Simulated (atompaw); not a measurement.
## PBE PAW (atompaw) dataset for Bi (Z = 83), scalar-relativistic all-electron reference.

atompaw 4.2.0.5 was run on this input:

```
Bi 83
GGA-PBE scalarrelativistic loggrid 2001 logderivrange -3 5 201
6 6 5 4 0 0
6 1 3
0 0 0
c
c
c
c
c
v
c
c
c
c
v
c
c
c
c
1
2.85 2.75 2.85 1.50
y
0.65
n
y
0.4
n
custom rrkj vanderbiltortho sinc
bessel
2.85
2.10
2.85
2.85
PWSCFOUT
UPFDX 0.0125d0 UPFXMIN -7.d0 UPFZMESH 83.d0
END
```

Command:

```bash
atompaw < Bi.input > Bi.log
```

The program printed (summary file):

```
Completed calculations for Bi (AE)

 Exchange-correlation type: GGA, Perdew-Burke-Ernzerhof

 Radial integration grid is logarithmic
 r0 =   8.3003918E-05 h =   6.8893252E-03   n =      2001 rmax =   8.0000000E+01

 Scalar relativistic calculation

 AEatom converged in  35 iterations
   nz     =  83.00
   delta  =       2.289905649004E-15

 All Electron Orbital energies:
  n  l      occupancy      energy
  1  0      2.0000000E+00 -6.6655089E+03
  2  0      2.0000000E+00 -1.1975886E+03
  3  0      2.0000000E+00 -2.8908431E+02
  4  0      2.0000000E+00 -6.6354974E+01
  5  0      2.0000000E+00 -1.1597372E+01
  6  0      2.0000000E+00 -1.0640377E+00
  2  1      6.0000000E+00 -1.0241628E+03
  3  1      6.0000000E+00 -2.3955215E+02
  4  1      6.0000000E+00 -5.0130670E+01
  5  1      6.0000000E+00 -7.0454563E+00
  6  1      3.0000000E+00 -3.3596225E-01
  3  2      1.0000000E+01 -1.8988364E+02
  4  2      1.0000000E+01 -3.1608832E+01
  5  2      1.0000000E+01 -1.9905098E+00
  4  3      1.4000000E+01 -1.1215344E+01

 Total energy
   Total                    :   -43061.54276970350475

 ---
 Completed calculations for Bi (SC)

 Exchange-correlation type: GGA, Perdew-Burke-Ernzerhof

 Radial integration grid is logarithmic
 r0 =   8.3003918E-05 h =   6.8893252E-03   n =      2001 rmax =   8.0000000E+01

 Scalar relativistic calculation

 SCatom converged in   4 iterations
   nz     =  83.00
   delta  =       3.905953708606E-17

 Valence Electron Orbital energies:
  n  l      occupancy      energy
   6  0      2.0000000E+00 -1.0640377E+00
   6  1      3.0000000E+00 -3.3596225E-01

 Total energy
   Total                    :   -43061.54276971579384
   Valence                  :     -795.99173244175279

 PAW parameters:
       lmax =            1
         rc =    2.8507016438737800
        irc =         1517
   rc_shape =    2.7541738049363840
    rc_vloc =    2.8507016438737800
    rc_core =    1.5020513915747680
   Vloc: truncated form - Vps(r)=A.sin(qr)/r for r<rc
   Projector type: RRKJ pseudization + Vanderbilt ortho.
   Sinc^2 compensation charge shape zeroed at   2.7542E+00

 Number of basis functions     4
 No.   n  nodes  l      Energy         Cp coeff         Occ
  1    6    5    0   -0.1064038E+01  0.2556533E+02  0.2000000E+01
  2  999    6    0    0.6500000E+00 -0.3095861E+00  0.0000000E+00
  3    6    4    1   -0.3359622E+00  0.7524239E+02  0.3000000E+01
  4  999    5    1    0.4000000E+00  0.2552100E+00  0.0000000E+00

 Eigenvalues of overlap operator (in the basis of projectors):
    1        4.48130278E-02
    2        1.08104342E-01
    3        4.63319500E+00
    4        6.36789322E+01

 Orbital leakage outside PAW augmentation regions
   orb  is_core?  %out_of_sphere
   1 0    T           0.00
   2 0    T           0.00
   3 0    T           0.00
   4 0    T           0.00
   5 0    T           0.00
   6 0    F          17.10
   2 1    T          -0.00
   3 1    T           0.00
   4 1    T           0.00
   5 1    T           0.01
   6 1    F          50.52
   3 2    T           0.00
   4 2    T           0.00
   5 2    T           0.68
   4 3    T           0.00

 Summary of PAW energies
   Total valence energy     :   -795.99173770650782
   Smooth energy            :    -20.76961719731077
   One center               :   -775.22212050919700
   Smooth kinetic           :      4.26924955089484
   Vloc energy              :      1.13719913202306
   Smooth exch-corr         :    -29.72084163969052
   One-center xc            :   -759.36880008314586
```

The run took about 9 s on one core of a shared server CPU.
